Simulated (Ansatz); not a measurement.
Single points on tetraphenylsilane, `c1ccc([Si](c2ccccc2)(c2ccccc2)c2ccccc2)cc1`.

```yaml
crystal:
  periodic: [false, false, false]
  atoms:
    - {symbol: C, position_ang: [4.435544, -1.521810, 0.581527]}
    - {symbol: C, position_ang: [3.403591, -2.450584, 0.374368]}
    - {symbol: C, position_ang: [2.084200, -2.007289, 0.190495]}
    - {symbol: C, position_ang: [1.770905, -0.630433, 0.208324]}
    - {symbol: Si, position_ang: [-0.001161, -0.000214, -0.000481]}
    - {symbol: C, position_ang: [-0.731394, 0.455273, 1.684841]}
    - {symbol: C, position_ang: [0.081445, 0.687102, 2.816126]}
    - {symbol: C, position_ang: [-0.483007, 1.049109, 4.049609]}
    - {symbol: C, position_ang: [-1.874469, 1.187388, 4.173133]}
    - {symbol: C, position_ang: [-2.699696, 0.959246, 3.059944]}
    - {symbol: C, position_ang: [-2.131721, 0.593381, 1.829877]}
    - {symbol: C, position_ang: [0.040399, 1.522401, -1.123391]}
    - {symbol: C, position_ang: [0.862501, 1.523572, -2.274516]}
    - {symbol: C, position_ang: [0.893558, 2.626974, -3.141107]}
    - {symbol: C, position_ang: [0.105017, 3.756242, -2.866945]}
    - {symbol: C, position_ang: [-0.713019, 3.775218, -1.726325]}
    - {symbol: C, position_ang: [-0.744251, 2.667531, -0.864164]}
    - {symbol: C, position_ang: [-1.083332, -1.347939, -0.771408]}
    - {symbol: C, position_ang: [-1.420534, -1.345425, -2.142766]}
    - {symbol: C, position_ang: [-2.203531, -2.370831, -2.696421]}
    - {symbol: C, position_ang: [-2.663151, -3.420803, -1.886017]}
    - {symbol: C, position_ang: [-2.339781, -3.440173, -0.519549]}
    - {symbol: C, position_ang: [-1.560467, -2.410963, 0.030797]}
    - {symbol: C, position_ang: [2.824695, 0.291002, 0.411868]}
    - {symbol: C, position_ang: [4.144193, -0.148125, 0.600685]}
    - {symbol: H, position_ang: [5.471037, -1.868430, 0.722784]}
    - {symbol: H, position_ang: [3.628287, -3.528252, 0.350805]}
    - {symbol: H, position_ang: [1.284428, -2.746601, 0.021887]}
    - {symbol: H, position_ang: [1.174719, 0.574759, 2.734227]}
    - {symbol: H, position_ang: [0.167557, 1.219532, 4.921484]}
    - {symbol: H, position_ang: [-2.318285, 1.467986, 5.140954]}
    - {symbol: H, position_ang: [-3.792265, 1.060905, 3.152481]}
    - {symbol: H, position_ang: [-2.792397, 0.403061, 0.968180]}
    - {symbol: H, position_ang: [1.497421, 0.649652, -2.494309]}
    - {symbol: H, position_ang: [1.540990, 2.608562, -4.031660]}
    - {symbol: H, position_ang: [0.133015, 4.625916, -3.541660]}
    - {symbol: H, position_ang: [-1.327600, 4.661225, -1.503337]}
    - {symbol: H, position_ang: [-1.385311, 2.697980, 0.031780]}
    - {symbol: H, position_ang: [-1.071820, -0.523263, -2.788514]}
    - {symbol: H, position_ang: [-2.460763, -2.347186, -3.766784]}
    - {symbol: H, position_ang: [-3.280114, -4.223644, -2.318637]}
    - {symbol: H, position_ang: [-2.702288, -4.258421, 0.122041]}
    - {symbol: H, position_ang: [-1.326483, -2.431594, 1.107854]}
    - {symbol: H, position_ang: [2.612768, 1.372793, 0.414350]}
    - {symbol: H, position_ang: [4.950569, 0.585192, 0.757574]}
basis:
  gaussian: {orbitals: def2-TZVP, fitting: {mean_field: def2-universal-jkfit}, initial_orbitals: start.molden}
hamiltonian: {xc: {name: r2SCANh}, dispersion: d4}
scf: {omitted_lower_state_checks: [starts]}
output: {forces: true, orbitals: {seedname: orbitals}}
```

The file start.molden holds the orbitals of an earlier run on this structure, at another level or in another basis.

```sh
$ ansatz run in.yaml --threads 2 --pin off --events-out ev --progress --plain --max-ram 32768MiB --backend cuda --devices 0, --max-vram 18GiB
```

Shortened log:

```
Functional definition: r2SCANh
2288 factors; integrals over basis functions are off by at most 3.0e-1 eV
mean field evaluation 1: about -33084.6260 eV, gradient 9.6e0 eV
mean field evaluation 2: about -33084.7291 eV, gradient 1.1e-1 eV
mean field evaluation 4: about -33084.7664 eV, gradient 3.0e-4 eV
mean field -33084.76641066 eV, -1215.8427399317 hartree, gradient 1.6e-5 eV, S^2 0.000000; 0 other end points of the search recorded, 0 dependent functions left out
reference -33084.76643470 eV, -1215.8427408153 hartree; 89, 89 occupied and 812, 812 virtual orbitals, 2288 factors
Total energy: -33085.38719958 eV, -1215.8655535035 hartree
Atom 0 at     4.435544    -1.521810     0.581527 Å, force    -0.176012     0.048849    -0.028525 eV/Å
Atom 1 at     3.403591    -2.450584     0.374368 Å, force    -0.020092     0.153369     0.001054 eV/Å
Atom 2 at     2.084200    -2.007289     0.190495 Å, force     0.140830     0.092223     0.030476 eV/Å
Atom 3 at     1.770905    -0.630433     0.208324 Å, force     0.329532    -0.081391     0.032561 eV/Å
Atom 4 at    -0.001161    -0.000214    -0.000481 Å, force    -0.001918    -0.002487    -0.000616 eV/Å
Atom 5 at    -0.731394     0.455273     1.684841 Å, force    -0.163552     0.071827     0.292299 eV/Å
Atom 6 at     0.081445     0.687102     2.816126 Å, force    -0.165476     0.025538     0.038062 eV/Å
Atom 7 at    -0.483007     1.049109     4.049609 Å, force    -0.100777    -0.025017    -0.115753 eV/Å
Atom 8 at    -1.874469     1.187388     4.173133 Å, force     0.084213    -0.050997    -0.156108 eV/Å
Atom 9 at    -2.699696     0.959246     3.059944 Å, force     0.157700    -0.023632    -0.026238 eV/Å
Atom 10 at    -2.131721     0.593381     1.829877 Å, force     0.061921     0.052167     0.201777 eV/Å
Atom 11 at     0.040399     1.522401    -1.123391 Å, force     0.035749     0.260517    -0.217729 eV/Å
Atom 12 at     0.862501     1.523572    -2.274516 Å, force    -0.091953     0.196661    -0.024440 eV/Å
Atom 13 at     0.893558     2.626974    -3.141107 Å, force    -0.086016    -0.008693     0.136761 eV/Å
Atom 14 at     0.105017     3.756242    -2.866945 Å, force    -0.009631    -0.138761     0.121980 eV/Å
Atom 15 at    -0.713019     3.775218    -1.726325 Å, force     0.093761    -0.118706    -0.037816 eV/Å
Atom 16 at    -0.744251     2.667531    -0.864164 Å, force     0.088419     0.020498    -0.146543 eV/Å
Atom 17 at    -1.083332    -1.347939    -0.771408 Å, force    -0.203333    -0.254094    -0.106652 eV/Å
Atom 18 at    -1.420534    -1.345425    -2.142766 Å, force    -0.063140    -0.138256     0.078917 eV/Å
Atom 19 at    -2.203531    -2.370831    -2.696421 Å, force     0.027551    -0.010329     0.152081 eV/Å
Atom 20 at    -2.663151    -3.420803    -1.886017 Å, force     0.099551     0.141292     0.063168 eV/Å
Atom 21 at    -2.339781    -3.440173    -0.519549 Å, force     0.054383     0.129057    -0.081348 eV/Å
Atom 22 at    -1.560467    -2.410963     0.030797 Å, force    -0.080384    -0.061024    -0.192098 eV/Å
Atom 23 at     2.824695     0.291002     0.411868 Å, force     0.115221    -0.186364     0.013489 eV/Å
Atom 24 at     4.144193    -0.148125     0.600685 Å, force    -0.126944    -0.096204    -0.029204 eV/Å
Atom 25 at     5.471037    -1.868430     0.722784 Å, force    -0.591379     0.196260    -0.078719 eV/Å
Atom 26 at     3.628287    -3.528252     0.350805 Å, force    -0.122885     0.610417     0.017352 eV/Å
Atom 27 at     1.284428    -2.746601     0.021887 Å, force     0.449412     0.418673     0.084156 eV/Å
Atom 28 at     1.174719     0.574759     2.734227 Å, force    -0.614981     0.052661     0.047283 eV/Å
Atom 29 at     0.167557     1.219532     4.921484 Å, force    -0.372004    -0.092573    -0.491667 eV/Å
Atom 30 at    -2.318285     1.467986     5.140954 Å, force     0.254800    -0.157984    -0.552524 eV/Å
Atom 31 at    -3.792265     1.060905     3.152481 Å, force     0.620147    -0.057213    -0.049079 eV/Å
Atom 32 at    -2.792397     0.403061     0.968180 Å, force     0.365975     0.094752     0.465987 eV/Å
Atom 33 at     1.497421     0.649652    -2.494309 Å, force    -0.341008     0.474341     0.131858 eV/Å
Atom 34 at     1.540990     2.608562    -4.031660 Å, force    -0.368092     0.013918     0.504354 eV/Å
Atom 35 at     0.133015     4.625916    -3.541660 Å, force    -0.019139    -0.496289     0.384687 eV/Å
Atom 36 at    -1.327600     4.661225    -1.503337 Å, force     0.347241    -0.500750    -0.131668 eV/Å
Atom 37 at    -1.385311     2.697980     0.031780 Å, force     0.369391    -0.014666    -0.496808 eV/Å
Atom 38 at    -1.071820    -0.523263    -2.788514 Å, force    -0.204450    -0.454550     0.366238 eV/Å
Atom 39 at    -2.460763    -2.347186    -3.766784 Å, force     0.145690    -0.019591     0.605266 eV/Å
Atom 40 at    -3.280114    -4.223644    -2.318637 Å, force     0.353898     0.457560     0.245031 eV/Å
Atom 41 at    -2.702288    -4.258421     0.122041 Å, force     0.204231     0.462524    -0.366290 eV/Å
Atom 42 at    -1.326483    -2.431594     1.107854 Å, force    -0.128923     0.024595    -0.585378 eV/Å
Atom 43 at     2.612768     1.372793     0.414350 Å, force     0.107589    -0.589642    -0.009619 eV/Å
Atom 44 at     4.950569     0.585192     0.757574 Å, force    -0.455118    -0.418487    -0.090015 eV/Å
Dipole moment:     0.000179     0.000114     0.000180 e Å
Checks for a lower state left out: starts
```

It took 18 s on 2 threads of AMD EPYC 7R13 on a shared host and a share (18 GiB) of an NVIDIA H100 80GB HBM3, peak host memory 1.5 GiB.

First input, but with `gaussian: {orbitals: STO-3G}`, `hamiltonian: {xc: hf}`, `output: {orbitals: {seedname: orbitals}}` (abridged; 10 s):

```
Functional definition: HF
mean field -32516.10804391 eV, -1194.9449304041 hartree, gradient 2.1e-5 eV, S^2 0.000000
Total energy: -32516.10804391 eV, -1194.9449304041 hartree
Checks for a lower state left out: starts
```

First input, but with `gaussian: {orbitals: 6-31G}`, `hamiltonian: {xc: {name: B3LYP}, dispersion: d4}`, `output: {orbitals: {seedname: orbitals}}` (abridged; 14 s):

```
Functional definition: B3LYP
mean field evaluation 16: about -33085.8955 eV, gradient 3.5e-4 eV
mean field -33085.89548373 eV, -1215.8842326017 hartree, gradient 4.1e-5 eV, S^2 0.000000
Total energy: -33088.88971512 eV, -1215.9942685758 hartree
Checks for a lower state left out: starts
```

As the first input, with `hamiltonian: {xc: r2scan, dispersion: d4}`, `output: {orbitals: {seedname: orbitals}}` (abridged; 16 s):

```
Functional definition: r2SCAN
mean field -33086.02464260 eV, -1215.8889791026 hartree, gradient 9.5e-6 eV, S^2 0.000000
Total energy: -33086.61026250 eV, -1215.9105002370 hartree
Checks for a lower state left out: starts
```

The first input with `hamiltonian: {xc: {name: B3LYP}, dispersion: d4}`, `output: {orbitals: {seedname: orbitals}}` (abridged; 14 s):

```
Functional definition: B3LYP
mean field -33102.08430718 eV, -1216.4791608903 hartree, gradient 2.2e-5 eV, S^2 0.000000
Total energy: -33105.07865631 eV, -1216.5892011912 hartree
Checks for a lower state left out: starts
```

Geometry: PBE-D4/def2-SVP.

B3LYP takes the VWN-RPA correlation. Single mean-field runs in def2-TZVP are fitted with def2-universal-jkfit. The restricted singlet is unstable towards broken spin symmetry in Hartree–Fock (as tested in another run); at HF/STO-3G this wasn't settled.
